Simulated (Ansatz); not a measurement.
`[OH][Al]([Br])[Br]` + H–F → `[F][Al]([Br])[Br]` + H₂O at 600 K and 1 bar (ligand exchange at the Al–O bond).

Gas-phase electronic energies from Ansatz, PBE0-D4/def2-TZVP geometries. CBS: MP2 limit from def2 TZ/QZ plus the TZ coupled-cluster correction, frozen cores. This one scheme is used for every species. For Br outer-core shells are correlated without core-valence functions, which leaves a few kJ/mol of doubt a bond. Scalar relativity is left out up to krypton. One conformer a species, not always the lowest.

| species | CCSD(T)/CBS energy (Eh) | H − E (kJ/mol) | S (J/(mol·K)) |
| --- | --- | --- | --- |
| `[OH][Al]([Br])[Br]` | -5464.62977 | 87.6 | 408.6 |
| H–F | -100.39570 | 42.3 | 194.0 |
| `[F][Al]([Br])[Br]` | -5488.66195 | 52.7 | 387.1 |
| H₂O | -76.37941 | 76.8 | 212.8 |

H − E and S are ideal-gas, rigid-rotor, harmonic terms from PBE0-D4/def2-TZVP, for one conformer and one mirror image of each species. 1 Eh = 2625.50 kJ/mol, R = 8.31446 J/(mol·K).

By hand: ΔE, ΔH, ΔS and ΔG.

ΔE = (-5488.66195) + (-76.37941) − (-5464.62977) − (-100.39570) = -0.01589 Eh = -41.7 kJ/mol. Δ(H − E) = 52.7 + 76.8 − 87.6 − 42.3 = -0.4, so ΔH = -42.1 kJ/mol. ΔS = 387.1 + 212.8 − 408.6 − 194.0 = -2.7 J/(mol·K). ΔG = -42.1 − 600 × (-2.7)/1000 = -40.5 kJ/mol.

By hand: the equilibrium constant, and the temperature at which ΔG would vanish if ΔH and ΔS stayed fixed.

log₁₀ K = −ΔG/(RT ln 10) = 3.5. ΔG = 0 at ΔH/ΔS = 15593 K, far beyond where these terms or the molecules hold.

The number of gas molecules stays the same, so ΔS is small and ΔH decides. A doubt of 5 kJ/mol in ΔE shifts log₁₀ K by 0.4 here. Other conformers and mirror images would add mixing entropy, several J/(mol·K) or more a flexible species. These are equilibria of isolated gas molecules and say nothing of rates. Largest T1 diagnostic: 0.008 (customary marks: 0.02 for closed shells, 0.045 for open ones).
